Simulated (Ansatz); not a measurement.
Ideal-gas functions of H5OPSSi, SMILES `O[SiH2]PS` at 298.15 K and 1 bar, from an Ansatz frequency run at PBE0-D4/def2-TZVP.

Molar mass 112.17 g/mol, point group C1 (symmetry number 1), electronic degeneracy 1, moments of inertia 100.239, 229.016, 304.95 u Å². Harmonic wavenumbers (cm⁻¹, unscaled): 77, 116, 167, 232, 321, 436, 482, 495, 671, 730, 765, 850, 894, 908, 927, 947, 2213, 2244, 2402, 2712, 3893.

Use S(trans) = R[1.5 ln M + 2.5 ln T − 1.1517]; rotational temperatures θ = 24.2544 K / I; S(rot) = R[ln(√π/σ · √(T³/θAθBθC)) + 1.5]; for each mode x = 1.438777 ν̃/T, S = R[x/(eˣ − 1) − ln(1 − e⁻ˣ)] and H = RT x/(eˣ − 1); 1 cm⁻¹ = 0.0119627 kJ/mol; R = 8.31446 J/(mol·K).

**Question.** By hand: the entropy, in J/(mol·K).

**Answer.** Translation 167.7. Rotation: θ = 0.242, 0.1059, 0.0795 K, giving 114.0. Vibration, mode by mode: 16.59, 13.25, 10.33, 7.80, 5.46, 3.51, 2.95, 2.81, 1.43, 1.14, 0.99, 0.71, 0.60, 0.57, 0.52, 0.48, 0.00, 0.00, 0.00, 0.00, 0.00, in all 69.2. Electronic 0.0. Sum 350.9 J/(mol·K).

**Question.** By hand: H − E and G − E in kJ/mol, counted from the electronic energy.

**Answer.** Zero-point energy ½ × 22482 × 0.0119627 = 134.5; thermal vibration 11.4; translation, rotation and pV give 4 RT = 9.9. H − E = 155.8 kJ/mol, and G − E = 155.8 − 298.15 × 350.9/1000 = 51.2 kJ/mol.

Vibration gives 20 % of the entropy, 29.8 J/(mol·K) of it from the modes under 150 cm⁻¹: soft modes count most, and the harmonic formula is weakest for them. The sum counts one conformer and one mirror image; others add a mixing term.
